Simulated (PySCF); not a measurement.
# Sc (scandium, neutral) across methods

[Ar] 3d1 4s1 4p1, one real determinant (an excited configuration). Computed with PySCF 2.14 in aug-cc-pVDZ (7s6p4d2f, 59 functions), with no relativity, point nucleus.

```tsv
method	E (hartree)	mean ε 3d α (eV)	mean ε 4s α (eV)	mean ε 4p α (eV)	Σ⟨r²⟩ (bohr²)	⟨S²⟩
r2SCAN	-760.515	-5.398	-5.331	-2.512	57.29	3.751
PW91	-760.562	-5.124	-5.180	-2.453	57.38	3.750
revPBE	-760.449	-5.035	-5.086	-2.432	57.57	3.750
LDA	-758.596	-5.020	-5.291	-2.440	57.31	3.750
PBE0	-760.368	-6.533	-5.880	-3.032	57.38	3.750
TPSSh	-760.568	-5.743	-5.380	-2.657	57.29	3.750
UHF	-759.70343	-10.593	-7.777	-4.608	59.23	3.751
PBE	-760.322	-5.066	-5.144	-2.440	57.54	3.750
```

⟨L²⟩ = 8.02 against 12 for a pure F term, so this real determinant mixes terms.
